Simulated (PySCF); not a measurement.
# C²⁺ (carbon, charge +2) across methods

[He] 2s1 2p1, high-spin 3P determinant (an excited configuration). Calculation: PySCF 2.14, in x2c-TZVPPall with one added diffuse shell each of s, p, d type (6s4p3d1f, 40 functions); scalar relativity by spin-free X2C-1e.

| method | E (hartree) | mean ε 1s β (eV) | mean ε 2s α (eV) | mean ε 2p α (eV) | Σ⟨r²⟩ (bohr²) | ⟨S²⟩ |
| --- | --- | --- | --- | --- | --- | --- |
| UHF | -36.25126 | -340.96 | -49.540 | -41.414 | 4.419 | 2.000 |
| BHandHLYP | -36.3236 | -324.50 | -45.400 | -37.370 | 4.396 | 2.000 |
| wB97M-V | -36.3210 | -318.29 | -45.667 | -37.417 | 4.456 | 2.000 |
| LDA | -35.9331 | -303.59 | -41.223 | -33.034 | 4.459 | 2.000 |
| r2SCAN | -36.3148 | -310.09 | -42.045 | -33.977 | 4.400 | 2.000 |
| PBE | -36.2686 | -306.17 | -41.420 | -33.358 | 4.428 | 2.000 |
| PBE0 | -36.2813 | -315.08 | -43.552 | -35.456 | 4.417 | 2.000 |
| TPSS | -36.3342 | -308.82 | -41.699 | -33.665 | 4.402 | 2.000 |

Problem. Estimate the same row for revPBE.

Solution. E (hartree) = -36.3198; mean ε 1s β (eV) = -306.47; mean ε 2s α (eV) = -41.433; mean ε 2p α (eV) = -33.363; Σ⟨r²⟩ (bohr²) = 4.425; ⟨S²⟩ = 2.000.
